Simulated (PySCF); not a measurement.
C2Ni, SMILES [C]1[Ni][C]1 (connectivity only; charge and spin as stated), neutral, multiplicity 3. Coordinates come from a PBE-D3(BJ)/def2-TZVP optimisation. The spin state was assumed, not searched.

Method: PBE-D3(BJ)/def2-TZVP in PySCF 2.14.0.

Harmonic wavenumbers (cm⁻¹): 439, 564, 1513. Rotational constants (GHz): 47.56, 10.20, 8.396; symmetry number 2.

Work out the zero-point energy and the ideal-gas rigid-rotor harmonic-oscillator thermochemistry at 298.15 K and 1 atm.

ZPE = ½ Σ hcν = ½ × 2517 cm⁻¹ = 3.60 kcal/mol. H − E(el) = 6.26 kcal/mol. Entropy in cal/(mol K): translation 39.15, rotation 20.52, vibration 1.35, spin 2.18, total 63.21. G − E(el) = -12.59 kcal/mol. Cp = 10.51 cal/(mol K).
